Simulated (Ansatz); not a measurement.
`B[TeH]` + `BS[SiH2]C` → `BSB` + `C[SiH2][TeH]` at 600 K and 1 bar (redistribution).

Computed with Ansatz on PBE0-D4/def2-TZVP structures; ΔE is electronic, products minus reactants. CBS: MP2 limit from def2 TZ/QZ plus the TZ coupled-cluster correction, frozen cores. def2 core potentials past Kr. For Te outer-core shells are correlated without core-valence functions, which leaves a few kJ/mol of doubt a bond. Each species was taken in one conformer, which may not be the lowest.

| species | CCSD(T)/CBS energy (Eh) | H − E (kJ/mol) | S (J/(mol·K)) |
| --- | --- | --- | --- |
| `B[TeH]` | -294.31292 | 103.0 | 312.8 |
| `BS[SiH2]C` | -753.95937 | 264.7 | 440.3 |
| `BSB` | -449.77944 | 155.3 | 334.5 |
| `C[SiH2][TeH]` | -598.49179 | 212.5 | 414.1 |

H − E and S are ideal-gas, rigid-rotor, harmonic terms from PBE0-D4/def2-TZVP, for one conformer and one mirror image of each species. 1 Eh = 2625.50 kJ/mol, R = 8.31446 J/(mol·K).

Task: By hand: ΔE, ΔH, ΔS and ΔG.

Result: ΔE = (-449.77944) + (-598.49179) − (-294.31292) − (-753.95937) = 0.00106 Eh = 2.8 kJ/mol. Δ(H − E) = 155.3 + 212.5 − 103.0 − 264.7 = 0.1, so ΔH = 2.9 kJ/mol. ΔS = 334.5 + 414.1 − 312.8 − 440.3 = -4.5 J/(mol·K). ΔG = 2.9 − 600 × (-4.5)/1000 = 5.6 kJ/mol.

Task: By hand: the equilibrium constant, and the temperature at which ΔG would vanish if ΔH and ΔS stayed fixed.

Result: log₁₀ K = −ΔG/(RT ln 10) = -0.5. ΔH and −TΔS have one sign here, so there is no such temperature. One of them is within its doubt of zero, so this could turn.

TΔS isn't small against ΔH here. The sign of ΔG lies within the doubt. A doubt of 5 kJ/mol in ΔE shifts log₁₀ K by 0.4 here. Other conformers and mirror images would add mixing entropy, several J/(mol·K) or more a flexible species. Modes under 60 cm⁻¹, often nearly free rotors, make the harmonic entropy too high. These are equilibria of isolated gas molecules and say nothing of rates. Largest T1 diagnostic: 0.015 (customary marks: 0.02 for closed shells, 0.045 for open ones).
